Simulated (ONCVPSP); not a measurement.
Building the ONCV potential for strontium (PBE, scalar-relativistic).

```
Element                 : strontium
Generator               : ONCVPSP 4.0.1
Type                    : optimised norm-conserving Vanderbilt (ONCV)
Functional              : PBE
Relativity              : scalar-relativistic
Frozen core             : [Ar] 3d10
Valence charge          : 10
Reference configuration : 4s2 4p6 5s1 (charge +1)
Partial waves           : 4s+5s: rc 1.85 bohr, ncon 4, nbas 8, qcut 5 1/bohr, 2 projectors; 4p: rc 2.55 bohr, ncon 4, nbas 8, qcut 6.3 1/bohr, 2 projectors, debl 2.4 Ha; d scattering state at 0.36 Ha: rc 2.15 bohr, ncon 4, nbas 7, qcut 5.1 1/bohr, 1 projector
Local potential         : polynomial inside 1.40 bohr (lpopt 5, dvloc0 -1 Ha)
Core correction         : Teter function, fcfact 4, rcfact 1.05
```

In the d channel the program set the typed energies aside and used 0.050 Ha.

Results:

```
Cutoffs needed             : 11 Ha and 31 Ha (the cutoffs (Ha) at which the residual kinetic energy of the hardest occupied pseudo-wave falls to 1 and 0.1 mHa per electron)
Ghost test                 : no bound ghost flagged; GHOST(+) flagged for s at 120.9 eV
Largest excitation error   : -0.9 meV (all-electron minus pseudo) for 4s2 4p6 5s0, out of 4 test configurations
rms error of d²Exc/dni dnj : 2.52 mHa without and 0.91 mHa with the model core
```

Generation and tests took about 4.5 s on one core of a shared server CPU.
